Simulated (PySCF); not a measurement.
PySCF input for N-methyl-N-silylmethanamine (C₂H₉NSi), SMILES CN(C)[SiH3], r2SCAN-D4/def2-SVP. Geometry optimised at r2SCAN-D4/def2-SVP.

```python
import numpy as np
from pyscf import gto, scf, dft, df
from pyscf.hessian import thermo

mol = gto.M(
    atom='''
    C    -1.14573236   -0.03111753   -1.21169884
    N    -0.37698320    0.15915784   -0.00000000
    C    -1.14573236   -0.03111752    1.21169884
    Si    1.35237891   -0.01190621   -0.00000000
    H    -2.01825225    0.64988484   -1.22902387
    H    -1.53593218   -1.06573972   -1.32243790
    H    -0.53337148    0.19260692   -2.09939982
    H    -2.01825225    0.64988484    1.22902388
    H    -0.53337148    0.19260692    2.09939982
    H    -1.53593218   -1.06573973    1.32243790
    H     1.87081224   -1.42581718    0.00000000
    H     1.87933276    0.64915270    1.23126486
    H     1.87933276    0.64915271   -1.23126485
    ''',
    basis='def2-SVP',
    charge=0,
    spin=0,
    max_memory=1600,
    verbose=3,
)
mf = dft.RKS(mol, xc='r2scan').density_fit(auxbasis='def2-universal-jkfit')
mf.disp = 'd4'
mf.grids.level = 4
mf.conv_tol = 1e-11
mf.max_cycle = 100
mf.kernel()

# [left out here: the lines that compute and print the analytic Hessian (its translational invariance restored by hand, since the grid's response is missing), thermochemistry and intensities]
```

It prints:

```
[...]
       8   H                 0.00  0.19 -0.07    0.10  0.00 -0.14    0.12 -0.00 -0.16
       9   H                -0.28  0.06  0.29    0.09 -0.00  0.02    0.15 -0.07  0.21
      10   H                 0.01  0.01 -0.00   -0.00  0.00  0.02   -0.01  0.00 -0.00
      11   H                 0.01 -0.03  0.01   -0.06  0.02  0.02   -0.01  0.01 -0.01
      12   H                 0.01 -0.03 -0.01    0.06 -0.02  0.02   -0.01  0.01  0.01
Mode                                18                  19                  20
Irrep
Freq [cm^-1]                     1423.2667           1448.2901           1448.6135
Reduced mass [au]                   1.1390              1.0362              1.1233
Force const [Dyne/A]                1.3594              1.2806              1.3888
Char temp [K]                    2047.7638           2083.7671           2084.2323
Normal mode                   x     y     z       x     y     z       x     y     z
       0   C                 0.04  0.00  0.06   -0.00  0.03  0.00   -0.04  0.02 -0.06
       1   N                 0.00  0.00  0.02    0.00  0.00  0.00    0.00  0.01 -0.00
       2   C                -0.04 -0.00  0.06    0.00 -0.03  0.00   -0.04  0.02  0.06
       3  Si                 0.00 -0.00  0.00    0.00  0.00 -0.00    0.00  0.00  0.00
       4   H                -0.05 -0.09 -0.37   -0.11 -0.12  0.31   -0.06 -0.02  0.45
       5   H                -0.11  0.08 -0.30    0.03  0.03 -0.36    0.06 -0.04  0.04
       6   H                -0.35 -0.05 -0.23    0.13 -0.46 -0.03    0.38 -0.22  0.18
       7   H                 0.05  0.09 -0.37    0.11  0.12  0.31   -0.06 -0.02 -0.45
       8   H                 0.35  0.05 -0.23   -0.13  0.46 -0.03    0.38 -0.22 -0.18
       9   H                 0.11 -0.08 -0.30   -0.03 -0.03 -0.36    0.06 -0.04 -0.04
      10   H                -0.00 -0.00 -0.01   -0.00 -0.00  0.00   -0.02 -0.02 -0.00
      11   H                 0.01  0.01  0.00   -0.00 -0.00  0.00   -0.00  0.01  0.00
      12   H                -0.01 -0.01  0.00    0.00  0.00  0.00   -0.00  0.01 -0.00
Mode                                21                  22                  23
Irrep
Freq [cm^-1]                     1459.2446           1480.6166           1504.5897
Reduced mass [au]                   1.0981              1.0433              1.0661
Force const [Dyne/A]                1.3777              1.3475              1.4220
Char temp [K]                    2099.5280           2130.2777           2164.7695
Normal mode                   x     y     z       x     y     z       x     y     z
       0   C                 0.02  0.03  0.05    0.04  0.01 -0.01   -0.02 -0.00 -0.00
       1   N                -0.01  0.02 -0.00    0.00 -0.00 -0.01   -0.06 -0.01 -0.00
       2   C                 0.02  0.03 -0.05   -0.04 -0.01 -0.01   -0.02 -0.00  0.00
       3  Si                -0.00 -0.00 -0.00   -0.00 -0.00  0.00    0.01 -0.00  0.00
       4   H                -0.08 -0.11  0.06   -0.27 -0.36 -0.02    0.27  0.35  0.11
       5   H                 0.01  0.07 -0.45   -0.43  0.16  0.09    0.43 -0.16  0.02
       6   H                -0.11 -0.42 -0.16    0.18  0.10  0.13   -0.16 -0.08 -0.12
       7   H                -0.08 -0.11 -0.06    0.27  0.36 -0.02    0.27  0.35 -0.11
       8   H                -0.11 -0.42  0.16   -0.18 -0.10  0.13   -0.16 -0.08  0.12
       9   H                 0.01  0.07  0.45    0.43 -0.16  0.09    0.43 -0.16 -0.02
      10   H                 0.02  0.02  0.00    0.00  0.00 -0.00   -0.00 -0.01 -0.00
      11   H                 0.01 -0.01 -0.01    0.00 -0.01 -0.00   -0.01  0.01  0.00
      12   H                 0.01 -0.01  0.01   -0.00  0.01 -0.00   -0.01  0.01 -0.00
Mode                                24                  25                  26
Irrep
Freq [cm^-1]                     2148.1918           2219.5541           2227.3624
Reduced mass [au]                   1.0429              1.0263              1.0516
Force const [Dyne/A]                2.8356              2.9789              3.0738
Char temp [K]                    3090.7698           3193.4442           3204.6786
Normal mode                   x     y     z       x     y     z       x     y     z
       0   C                -0.00 -0.00 -0.00    0.00 -0.00  0.00    0.00  0.00 -0.00
       1   N                 0.00  0.00 -0.00   -0.00  0.00 -0.00   -0.00  0.00  0.00
       2   C                -0.00 -0.00  0.00    0.00 -0.00 -0.00   -0.00 -0.00 -0.00
       3  Si                 0.01 -0.03 -0.00   -0.02 -0.02 -0.00   -0.00 -0.00  0.04
       4   H                 0.00  0.01  0.00    0.00 -0.00 -0.00    0.00  0.00 -0.00
       5   H                 0.00 -0.01  0.00   -0.00  0.01 -0.00    0.00  0.00 -0.00
       6   H                 0.00  0.00 -0.00   -0.00 -0.00  0.00   -0.01 -0.00 -0.00
       7   H                 0.00  0.01 -0.00    0.00 -0.00  0.00   -0.00 -0.00 -0.00
       8   H                 0.00  0.00  0.00   -0.00 -0.00 -0.00    0.01  0.00 -0.00
       9   H                 0.00 -0.01 -0.00   -0.00  0.01  0.00   -0.00 -0.00 -0.00
      10   H                -0.33  0.92  0.00    0.03 -0.10 -0.00   -0.00 -0.00  0.02
      11   H                 0.03  0.02  0.06    0.24  0.31  0.57   -0.24 -0.31 -0.56
      12   H                 0.03  0.02 -0.06    0.24  0.31 -0.57    0.24  0.31 -0.56
Mode                                27                  28                  29
Irrep
Freq [cm^-1]                     2946.9699           2953.7432           3022.8909
Reduced mass [au]                   1.0447              1.0483              1.0921
Force const [Dyne/A]                5.3456              5.3888              5.8797
Char temp [K]                    4240.0335           4249.7788           4349.2669
Normal mode                   x     y     z       x     y     z       x     y     z
       0   C                -0.02 -0.03 -0.01    0.02  0.03  0.02   -0.02  0.05 -0.01
       1   N                 0.00  0.00 -0.00    0.00  0.00  0.00   -0.00 -0.00 -0.00
       2   C                 0.02  0.03 -0.01    0.02  0.03 -0.02   -0.02  0.05  0.01
       3  Si                -0.00  0.00 -0.00   -0.00  0.00  0.00    0.00  0.00  0.00
       4   H                 0.22 -0.19 -0.00   -0.19  0.16 -0.00    0.47 -0.37  0.00
       5   H                 0.20  0.56  0.04   -0.21 -0.58 -0.06   -0.10 -0.25 -0.02
       6   H                -0.11 -0.05  0.15    0.10  0.04 -0.15   -0.09 -0.02  0.12
       7   H                -0.22  0.19 -0.00   -0.19  0.16  0.00    0.47 -0.37 -0.00
       8   H                 0.11  0.05  0.15    0.10  0.04  0.15   -0.09 -0.02 -0.12
       9   H                -0.20 -0.56  0.04   -0.21 -0.58  0.06   -0.10 -0.25  0.02
      10   H                 0.00 -0.00  0.00    0.01 -0.01 -0.00   -0.00  0.00 -0.00
      11   H                -0.00  0.00  0.00    0.00  0.00  0.00   -0.00 -0.00 -0.00
      12   H                 0.00 -0.00  0.00    0.00  0.00 -0.00   -0.00 -0.00  0.00
Mode                                30                  31                  32
Irrep
Freq [cm^-1]                     3030.9846           3114.3361           3115.1449
Reduced mass [au]                   1.0965              1.0993              1.0991
Force const [Dyne/A]                5.9350              6.2820              6.2842
Char temp [K]                    4360.9120           4480.8362           4481.9999
Normal mode                   x     y     z       x     y     z       x     y     z
       0   C                 0.02 -0.06  0.01   -0.04 -0.01  0.04    0.04  0.01 -0.04
       1   N                -0.00 -0.00  0.00   -0.00 -0.00 -0.00    0.00  0.00 -0.00
       2   C                -0.02  0.06  0.01    0.04  0.01  0.04    0.04  0.01  0.04
       3  Si                 0.00  0.00  0.00    0.00  0.00  0.00   -0.00 -0.00  0.00
       4   H                -0.46  0.36  0.01    0.15 -0.13  0.00   -0.15  0.13 -0.01
       5   H                 0.11  0.28  0.02    0.02  0.09  0.01   -0.02 -0.09 -0.02
       6   H                 0.09  0.02 -0.12    0.36  0.13 -0.51   -0.36 -0.13  0.51
       7   H                 0.46 -0.36  0.01   -0.15  0.13  0.00   -0.15  0.13  0.01
       8   H                -0.09 -0.02 -0.12   -0.36 -0.13 -0.51   -0.36 -0.13 -0.51
       9   H                -0.11 -0.28  0.02   -0.02 -0.09  0.01   -0.02 -0.09  0.02
      10   H                -0.00 -0.00  0.00   -0.00 -0.00 -0.00    0.00  0.00 -0.00
      11   H                -0.00 -0.00 -0.00    0.00  0.00 -0.00   -0.00 -0.00 -0.00
      12   H                 0.00  0.00 -0.00   -0.00 -0.00 -0.00   -0.00 -0.00  0.00
temperature 298.1500 [K]
pressure 101325.00 [Pa]
Rotational constants [GHz] 8.38469 4.37629 3.10484
Symmetry number 1
Zero-point energy (ZPE) 0.10658 [Eh]   279828.316 [J/mol]
                           tot       elec      trans        rot        vib
Entropy [J/mol/K]       326.922      0.000    162.623    106.475     57.824
Cv [J/mol/K]             94.029      0.000     12.472     12.472     69.086
Cp [J/mol/K]            102.344      0.000     20.786     12.472     69.086
Internal energy [J/mol]                      3718.434   3718.434 289801.173
Internal energy [Eh]   -425.45090  -425.56411
Enthalpy [J/mol]                             6197.391   3718.434 289801.173
Enthalpy [Eh]          -425.44995
Gibbs free energy [J/mol]                  -42288.682 -28027.181 272561.000
Gibbs free energy [Eh] -425.48708
static polarisability / bohr^3: [[61.028 -0.21  -0.   ]
 [-0.204 48.929 -0.   ]
 [-0.     0.    56.199]]
largest difference of analytic and finite-field dipole derivatives / e: 0.0011436522574077568
mode   freq/cm-1   IR/(km/mol)   Raman/(A^4/amu)   depolarisation
   1      124.85         0.174             0.466            0.750
   2      140.94         2.006             0.921            0.527
   3      222.73         0.190             0.456            0.750
   4      253.97         4.346             0.286            0.521
   5      275.27         0.175             0.233            0.750
   6      363.85         1.004             1.486            0.507
   7      670.62         9.858            10.146            0.144
   8      690.58        49.210            18.285            0.651
   9      717.47        40.153             7.974            0.750
  10      905.38        81.693            15.948            0.721
  11      970.27        46.976            23.163            0.750
  12      976.15       343.883            16.344            0.741
  13     1028.01        35.201            11.022            0.682
  14     1085.11         2.989             5.063            0.750
  15     1111.12         1.028             2.317            0.750
  16     1161.34         1.852             0.392            0.056
  17     1234.44        91.576             0.543            0.750
  18     1307.72        48.629             5.939            0.221
  19     1423.27         0.984            12.690            0.750
  20     1448.29         2.457            33.656            0.750
  21     1448.61         6.991             6.158            0.743
  22     1459.24        16.286             4.995            0.661
  23     1480.62        21.112             5.097            0.750
  24     1504.59         3.611            28.408            0.720
  25     2148.19       194.455           149.544            0.294
  26     2219.55        98.075           172.840            0.050
  27     2227.36       132.628            80.074            0.750
  28     2946.97        68.395            31.724            0.750
  29     2953.74       130.516           301.752            0.054
  30     3022.89        97.991           244.443            0.484
  31     3030.98         4.128            28.317            0.750
  32     3114.34        13.638            45.017            0.750
  33     3115.14        20.251            75.610            0.637
max |gradient| / (hartree/bohr): 6.052447146529447e-05
APT charges: [ 0.385  -0.9084  0.385   1.2816 -0.0574 -0.0875 -0.0024 -0.0574 -0.0024
 -0.0875 -0.3259 -0.2626 -0.2626]
```

The calculation finished and met its thresholds.

Cost: around 14 core-minutes (rough).
